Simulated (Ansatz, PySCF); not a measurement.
Species: C₃ (charge 0, singlet). 
Geometry from a B3LYP-D3(BJ)/def2-TZVP (Ansatz, a quantum-chemistry and plane-wave program) optimisation:
```xyz
3

C      0.0000     0.0000    -1.2873
C      0.0000     0.0000     0.0000
C      0.0000     0.0000     1.2873
```
Charge 0, spin multiplicity 1.

Total electronic energies in hartree. Valence correlation only, unless marked. Spin-orbit coupling is left out. No relativistic terms. Basis-set limits of correlation are two-point, X^-3; Hartree-Fock from the larger set. [CCSD(T)-MP2]/basis is that difference in the basis named.

The Hartree-Fock reference is unstable (checked in the largest basis), which strains HF and MP2. 

```json
[
 {"level": "HF-D3(BJ)/def2-TZVPD", "program": "PySCF + dftd3", "energy (Eh)": "-113.41131"},
 {"level": "r2SCAN/def2-TZVPD", "program": "Ansatz", "energy (Eh)": "-114.00815"},
 {"level": "PBE0-D4/def2-TZVP", "program": "Ansatz + dftd4", "energy (Eh)": "-113.93190"},
 {"level": "BHLYP-D3(BJ)/def2-TZVPD", "program": "Ansatz + dftd3", "energy (Eh)": "-114.01638"},
 {"level": "MP2/cc-pVDZ", "program": "Ansatz", "energy (Eh)": "-113.69617"},
 {"level": "MP2/CBS(aug-cc-pVTZ,aug-cc-pVQZ)", "program": "Ansatz", "energy (Eh)": "-113.8390"},
 {"level": "CCSD/aug-cc-pVQZ", "program": "Ansatz", "energy (Eh)": "-113.82798"},
 {"level": "RI-MP2/CBS(aug-cc-pVTZ,aug-cc-pVQZ)+[CCSD(T)-MP2]/aug-cc-pVDZ", "program": "Ansatz", "energy (Eh)": "-113.8831"},
 {"level": "CCSD(T)/CBS(aug-cc-pVTZ,aug-cc-pVQZ)", "program": "Ansatz", "energy (Eh)": "-113.8760"}
]
```

Totals of different functionals don't rank their quality; only differences between species are comparable.
